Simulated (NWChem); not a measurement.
System: P2H3, doublet; SMILES P[PH]

NWChem input:

```
start job
memory heap 200 mb stack 900 mb global 1100 mb
geometry units angstroms noautoz
  P     -0.072652    -1.155214    -0.144790
  P     -0.014256     1.047162    -0.101654
  H      1.367007    -1.225262    -0.020366
  H      0.559747     1.255103     1.205044
  H     -1.373426     1.242830     0.326593
end
basis spherical
  * library def2-svp
end
dft
  odft
  mult 2
  xc xpbe96 cpbe96
  iterations 150
  mulliken
end
task dft energy
```

NWChem printed, in part:

```
             Northwest Computational Chemistry Package (NWChem) 7.3.0
             --------------------------------------------------------

 C1  symmetry detected

                             Geometry "geometry" -> ""
                             -------------------------

 Output coordinates in angstroms (scale by  1.889725989 to convert to a.u.)

  No.       Tag          Charge          X              Y              Z
 ---- ---------------- ---------- -------------- -------------- --------------
    1 P                   15.0000    -0.06243436    -1.14664268    -0.01533797
    2 P                   15.0000     0.00325290     1.05480592    -0.08633158
    3 H                    1.0000     1.37855389    -1.22244345    -0.11932447
    4 H                    1.0000     0.77898396     1.31879396     1.10056782
    5 H                    1.0000    -1.26981590     1.28120094     0.54379989

 Effective nuclear repulsion energy (a.u.)      79.7683272785

  pbe96 is a nonlocal functional; adding pw91lda local functional.

                                 NWChem DFT Module
                                 -----------------

 Summary of "ao basis" -> "ao basis" (spherical)
 ------------------------------------------------------------------------------
       Tag                 Description            Shells   Functions and Types
 ---------------- ------------------------------  ------  ---------------------
 P                          def2-svp                 8       18   4s3p1d
 H                          def2-svp                 3        5   2s1p

            General Information
            -------------------
          SCF calculation type: DFT
          Wavefunction type:  spin polarized.
          No. of atoms     :     5
          No. of electrons :    33
           Alpha electrons :    17
            Beta electrons :    16
          Charge           :     0
          Spin multiplicity:     2
          Use of symmetry is: off; symmetry adaption is: off
          Maximum number of iterations: 150
          AO basis - number of functions:    51
                     number of shells:    25
          Convergence on energy requested:  1.00D-06
          Convergence on density requested:  1.00D-05
          Convergence on gradient requested:  5.00D-04

              XC Information
              --------------
          PerdewBurkeErnzerhof Exchange Functional  1.000
            Perdew 1991 LDA Correlation Functional  1.000 local
           PerdewBurkeErnz. Correlation Functional  1.000 non-local

             Grid Information
             ----------------
          Grid used for XC integration:  medium
          Radial quadrature: Mura-Knowles
          Angular quadrature: Lebedev.
          Tag              B.-S. Rad. Rad. Pts. Rad. Cut. Ang. Pts.
          ---              ---------- --------- --------- ---------
          P                   1.00       88           9.0       590
          H                   0.35       45          10.0       434
          Grid pruning is: on
          Number of quadrature shells:   311
          Spatial weights used:  Erf1

      Superposition of Atomic Density Guess
      -------------------------------------

 Sum of atomic energies:        -682.57315768

      Non-variational initial energy
      ------------------------------

 Total energy =    -682.905447
 1-e energy   =   -1103.034530
 2-e energy   =     340.360756
 HOMO         =      -0.156439
 LUMO         =       0.079578

     ---------------------------------------------
      Total Density - Mulliken Population Analysis
     ---------------------------------------------

    Atom       Charge   Shell Charges
 -----------   ------   -------------------------------------------------------
    1 P   15    15.12   2.00  1.99  1.22  0.63  5.93  1.26  2.03  0.05
    2 P   15    15.01   2.00  1.99  1.16  0.56  5.93  1.33  1.96  0.08
    3 H    1     0.98   0.65  0.31  0.02
    4 H    1     0.94   0.63  0.29  0.02
    5 H    1     0.95   0.65  0.29  0.02

     --------------------------------------------
      Spin Density - Mulliken Population Analysis
     --------------------------------------------

    Atom       Charge   Shell Charges
 -----------   ------   -------------------------------------------------------
    1 P   15     0.80   0.00  0.00  0.00  0.00  0.01  0.25  0.54  0.00
    2 P   15     0.14   0.00  0.00  0.02  0.02  0.00  0.04  0.05  0.01
    3 H    1     0.00   0.00  0.00  0.00
    4 H    1     0.04   0.03  0.01  0.00
    5 H    1     0.01   0.01  0.00  0.00

   convergence    iter        energy       DeltaE   RMS-Dens  Diis-err
 ---------------- ----- ----------------- --------- --------- ---------
 d= 0,ls=0.0,diis     1   -683.9042117912 -7.64D+02  6.26D-03  5.38D-02
                                                     5.84D-03  5.23D-02
 d= 0,ls=0.0,diis     2   -683.9175168796 -1.33D-02  5.48D-03  1.37D-02
                                                     5.31D-03  1.24D-02
 d= 0,ls=0.0,diis     3   -683.9192223646 -1.71D-03  2.85D-03  1.08D-02
                                                     3.20D-03  1.09D-02
 d= 0,ls=0.0,diis     4   -683.9276214955 -8.40D-03  6.86D-04  1.04D-03
                                                     8.09D-04  9.00D-04
 d= 0,ls=0.0,diis     5   -683.9284255623 -8.04D-04  1.15D-04  1.35D-05
                                                     1.31D-04  1.42D-05
  Resetting Diis
 d= 0,ls=0.0,diis     6   -683.9284363370 -1.08D-05  5.09D-05  3.31D-06
                                                     4.46D-05  2.77D-06
 d= 0,ls=0.0,diis     7   -683.9284389397 -2.60D-06  2.78D-05  2.43D-07
                                                     2.26D-05  2.00D-07
 d= 0,ls=0.0,diis     8   -683.9284388304  1.09D-07  1.51D-05  3.66D-07
                                                     1.48D-05  3.57D-07
 d= 0,ls=0.0,diis     9   -683.9284391262 -2.96D-07  3.80D-06  1.35D-08
                                                     3.33D-06  8.70D-09

         Total DFT energy =     -683.928439126163
      One electron energy =    -1104.140882494205
           Coulomb energy =      387.634909552092
    Exchange-Corr. energy =      -47.190793462572
 Nuclear repulsion energy =       79.768327278522

 Numeric. integr. density =       33.000007107884

                    DFT Final Alpha Molecular Orbital Analysis
                    ------------------------------------------

 Vector   15  Occ=1.000000D+00  E=-2.934219D-01
              MO Center=  9.3D-02, -2.6D-01,  4.2D-02, r^2= 3.1D+00
   Bfn.  Coefficient  Atom+Function         Bfn.  Coefficient  Atom+Function
  ----- ------------  ---------------      ----- ------------  ---------------
     4      0.271128  1 P  s                  3      0.252891  1 P  s
    31      0.246733  2 P  pz                 8     -0.220832  1 P  px
    21     -0.221634  2 P  s                 28      0.221316  2 P  pz
    37     -0.221053  3 H  s                 11     -0.217465  1 P  px
    22     -0.205703  2 P  s                 42      0.189137  4 H  s

 Vector   16  Occ=1.000000D+00  E=-2.461702D-01
              MO Center= -6.0D-02, -2.2D-01, -2.0D-01, r^2= 3.3D+00
   Bfn.  Coefficient  Atom+Function         Bfn.  Coefficient  Atom+Function
  ----- ------------  ---------------      ----- ------------  ---------------
    30      0.285192  2 P  py                12     -0.258929  1 P  py
     4      0.247026  1 P  s                  9     -0.235323  1 P  py
    13     -0.228655  1 P  pz                27      0.226831  2 P  py
    31     -0.216228  2 P  pz                 3      0.176791  1 P  s
    11     -0.167348  1 P  px                10     -0.157054  1 P  pz

 Vector   17  Occ=1.000000D+00  E=-1.916182D-01
              MO Center=  1.3D-02, -4.8D-01, -2.9D-02, r^2= 3.1D+00
   Bfn.  Coefficient  Atom+Function         Bfn.  Coefficient  Atom+Function
  ----- ------------  ---------------      ----- ------------  ---------------
    13      0.601170  1 P  pz                10      0.396802  1 P  pz
    22      0.257314  2 P  s                  7     -0.218851  1 P  pz
    31     -0.204871  2 P  pz                21      0.177918  2 P  s
    28     -0.172513  2 P  pz                42     -0.153715  4 H  s
    43     -0.144819  4 H  s                 30      0.124161  2 P  py

 Vector   18  Occ=0.000000D+00  E=-2.393614D-02
              MO Center=  2.2D-02, -1.3D-01, -6.2D-04, r^2= 3.9D+00
   Bfn.  Coefficient  Atom+Function         Bfn.  Coefficient  Atom+Function
  ----- ------------  ---------------      ----- ------------  ---------------
    12      0.877882  1 P  py                30      0.831787  2 P  py
    22     -0.492773  2 P  s                  9      0.295623  1 P  py
     4      0.291281  1 P  s                 27      0.275087  2 P  py
    43      0.267853  4 H  s                 21     -0.248163  2 P  s
    38      0.211947  3 H  s                 11     -0.210747  1 P  px

 Vector   19  Occ=0.000000D+00  E=-4.021679D-03
              MO Center=  3.6D-01,  6.3D-01,  2.1D-01, r^2= 3.9D+00
   Bfn.  Coefficient  Atom+Function         Bfn.  Coefficient  Atom+Function
  ----- ------------  ---------------      ----- ------------  ---------------
    43      1.015798  4 H  s                 29     -0.639957  2 P  px
    38      0.607606  3 H  s                 31     -0.604105  2 P  pz
    30     -0.409698  2 P  py                 4     -0.371619  1 P  s
    11     -0.368902  1 P  px                 3     -0.301867  1 P  s
    22     -0.283965  2 P  s                 42      0.263146  4 H  s

[...]
```

Level: PBE/def2-SVP, spin-unrestricted. The geometry was optimised at PBE-D3(BJ)/def2-SVP, spin-unrestricted. No stability test was run on the SCF state.
